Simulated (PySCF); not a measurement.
Species: n-SiGeGeSiH10.
Bonds: Si1–Ge2, Ge2–Ge3, Ge3–Si4. Hydrogens: H5, H6, H7 on Si1; H8, H9 on Ge2; H10, H11 on Ge3; H12, H13, H14 on Si4.

Method: PBE0-D3(BJ)/def2-SVP geometry optimisation, gas phase (PySCF 2.14.0).

(1) What internal coordinates does the optimisation give?

## Answers

(1) 
| bond | length (bohr) |
| --- | --- |
| Si1–Ge2, Ge3–Si4 | 4.502 |
| Si1–H5 and 5 like bonds | 2.825 |
| Ge2–Ge3 | 4.583 |
| Ge2–H8 and 3 like bonds | 2.915 |

Bonds in one row agree within 0.02 bohr and their mean is given. A selection of angles:
| angle | degrees |
| --- | --- |
| Ge2–Si1–H5 | 109.4 |
| Ge2–Si1–H7 | 111.4 |
| H5–Si1–H6 | 108.8 |
| Si1–Ge2–Ge3 | 110.6 |
| Si1–Ge2–H8 | 110.2 |
| Ge3–Ge2–H8 | 109.1 |
| H8–Ge2–H9 | 107.7 |

Dihedral angles: Si1–Ge2–Ge3–Si4 -179° (antiperiplanar).

Ge2 (germanium bonded to Ge, Si and 2 H) is tetrahedral (angles from 107.7° to 110.6°). Si1 (silicon bonded to Ge and 3 H) is tetrahedral (angles from 108.8° to 111.4°). The 4 heavy atoms lie in one plane (0.014 Å rms).

Point group: near C2h, missed by 0.14 Å at most; the miss may be what the optimiser left on a soft mode (C2 holds within 0.08 Å). Whether it is a minimum is left open (no frequencies). One conformer, not necessarily the lowest.

Hardware: Intel Xeon at 2.50 GHz, one thread, no GPU, shared host with 64 logical CPUs at a one-minute load of 63. Cost: 6.5 min, 0.65 GiB resident at most. This is the geometry optimisation.
